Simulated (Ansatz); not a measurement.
Abridged output of a molecular run in Ansatz:

```
Functional definition: HF
1368 factors; integrals over basis functions are off by at most 1.5e-3 eV
mean field evaluation 1: about -48274.5941 eV, gradient 2.7e1 eV
mean field evaluation 2: about -48274.6082 eV, gradient 2.7e1 eV
mean field evaluation 4: about -48276.8182 eV, gradient 2.7e0 eV
mean field evaluation 8: about -48276.8406 eV, gradient 1.2e-1 eV
mean field evaluation 16: about -48276.8226 eV, gradient 3.1e-1 eV
mean field -48276.84064067 eV, -1774.1411703268 hartree, gradient 3.5e-6 eV, S^2 0.000000; 0 other end points of the search recorded, 0 dependent functions left out
23 core orbitals not correlated: weight in the atoms' cores, before any rotation towards them, 1.000 or more for the frozen orbitals, at most 0.000 for the correlated occupied ones
reference -48276.84064067 eV, -1774.1411703268 hartree; 22, 22 occupied and 99, 99 virtual orbitals, 1368 factors
second order -25.28414075 eV of doubles, -0.00000000 eV of singles
cycle   1  -26.62198107 eV  change    -1.3e0 eV  update   9.6e-2
cycle   2  -27.18810099 eV  change   -5.7e-1 eV  update   2.6e-2
cycle   3  -27.28512574 eV  change   -9.7e-2 eV  update   1.1e-2
cycle   4  -27.28304499 eV  change    2.1e-3 eV  update   2.3e-3
cycle   5  -27.28308244 eV  change   -3.7e-5 eV  update   7.2e-4
cycle   6  -27.28305497 eV  change    2.7e-5 eV  update   2.1e-4
cycle   7  -27.28298642 eV  change    6.9e-5 eV  update   6.8e-5
cycle   8  -27.28300471 eV  change   -1.8e-5 eV  update   2.3e-5
perturbative correction -0.61748486 eV, -0.0226921502 hartree
Total energy: -48304.74113025 eV, -1775.1664944072 hartree
```

Its atoms:

```xyz
13

C    -1.4754    0.1092    0.1391
O    -0.1272   -0.0220   -0.3389
C     0.2904   -1.3935   -0.4271
Al    1.1615    1.2872    0.2065
Cl    2.8131    0.8500   -1.0268
Cl    0.1653    3.1034   -0.1797
Cl    1.3828    0.7803    2.2469
H    -2.1334   -0.4386   -0.5364
H    -1.5439   -0.2876    1.1539
H    -1.7181    1.1688    0.1274
H    -0.3948   -1.9182   -1.0938
H     0.2835   -1.8427    0.5680
H     1.2963   -1.3965   -0.8392
```

(1) Which basis set was used?
A. def2-SVP
B. cc-pV(Q+d)Z
C. def2-QZVPP
D. def2-TZVPP

(2) Write the keys of the input that set method, charge and spin (a neutral closed shell needs none for the last two).

Answers

(1) A. It gives 144 functions.

(2) 
```yaml
correlation: {method: ccsd_t}
```
